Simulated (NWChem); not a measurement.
Molecule: SiH₃O₂Br; SMILES [SiH](O)(O)Br

```xyz
7

Si    -0.0200     0.9819     0.4177
O     -1.3337     1.7036    -0.2524
O      1.3628     1.6616    -0.1742
Br     0.0784    -1.2252    -0.0490
H     -0.1884     1.1169     1.8715
H     -1.3369     1.8115    -1.2149
H      2.1088     1.0677    -0.3379
```
Atoms are numbered in this order, from 1.

Program: NWChem. Pople sets run with spherical d functions. Coordinates come from a B3LYP/6-31G* (spherical d) optimisation. Level: M05-2X/6-31G* with SMD (1 M gas to 1 M solution), gas-phase geometry. Reactions with the solvent are ignored.

### Question
Among these, which solvent gives the lowest value of “dipole in solution (D)”?
(A) 1,4-dioxane
(B) ethanol
(C) dimethyl sulfoxide
(D) water

### Answer
A, 1,4-dioxane. Values: 1,4-dioxane 1.78; dimethyl sulfoxide 1.90; ethanol 1.98; water 1.98
